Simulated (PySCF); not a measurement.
Compound: C5H9NSi.
Cartesian coordinates in Å at the PBE0-D3(BJ)/def2-SVP level; atoms count from 1:
```
atom  x, y, z in Å
C1    -2.528    0.449   -0.183
Si2   -1.307   -0.879    0.300
N3     0.354   -0.282    0.096
C4     1.338   -0.862   -0.678
C5     2.493   -0.125   -0.561
C6     2.211    0.954    0.325
C7     0.897    0.828    0.709
H8    -2.427    0.697   -1.250
H9    -2.357    1.368    0.400
H10   -3.560    0.116    0.004
H11   -1.397   -2.075   -0.585
H12   -1.509   -1.285    1.722
H13    1.133   -1.761   -1.257
H14    3.437   -0.335   -1.059
H15    2.898    1.736    0.644
H16    0.302    1.447    1.379
```

Linear response at wB97X-D/def2-SVPD (PySCF, frozen core in the response, non-relativistic).

Static isotropic polarisability: 90.28 au (13.38 Å³), principal values 70.0, 90.3, 110.5 au.

(1) What is the polarisability at 1064 nm and at the sodium D line?

(2) What is the isotropic C6 coefficient between two such molecules, C6 = (3/π)∫α(iω)² dω?

(3) Which effective excitation energy ω̄ makes London's formula C6 = (3/4)α²ω̄ exact here?

(4) How anisotropic is the static polarisability, by Δα² = ½[(α1 − α2)² + (α2 − α3)² + (α3 − α1)²]?

(5) The lowest 10 singlets have (eV, f): 6.18, 0.039; 6.30, 0.058; 6.50, 0.038; 6.79, 0.048; 7.01, 0.026; 7.09, 0.021; 7.31, 0.043; 7.46, 0.138; 7.52, 0.043; 7.56, 0.077. What share of the static polarisability do they carry in the sum over states α = Σ f/ω²?

(6) What molar refraction at the D line follows from R = (4π/3)·N_A·α′, with α′ the polarisability volume?

## Answers

(1) 91.19 au at 1064 nm (+1.0 %), 93.36 au at 589.3 nm (+3.4 %). The rise at 589.3 nm is 3.39 times that at 1064 nm; a pure ω² law gives 3.26. The lowest singlet lies at 201 nm, shorter than both wavelengths.

(2) 3097 au (Eh·bohr⁶) by a ten-point quadrature over imaginary frequencies, which is 1850 eV·Å⁶ or 179 J·nm⁶/mol.

(3) ω̄ = 4·C6/(3α²) = 0.507 Eh = 13.8 eV. A one-pole form α(ω) = α/(1 − ω²/ω̄²) fitted to the 1064 nm value gives 11.7 eV. London's choice of the ionisation energy (8.10 eV, ΔSCF at the same level) gives C6 = 1820 au, 41 % too low.

(4) Δα = 35.1 au, or 0.39 of the isotropic value.

(5) 7.98 au, 8.8 % of α; the largest term, 1.84 au, is that of the state at 7.46 eV. Their oscillator strengths add up to 0.53. Higher states carry the rest.

(6) α′ = 13.83 Å³ gives R = 34.90 cm³/mol, for isolated, non-vibrating species.

One conformer stands for the species.

Note: wB97X-D ran without an empirical dispersion term, which enters the total energy and its gradient alone.
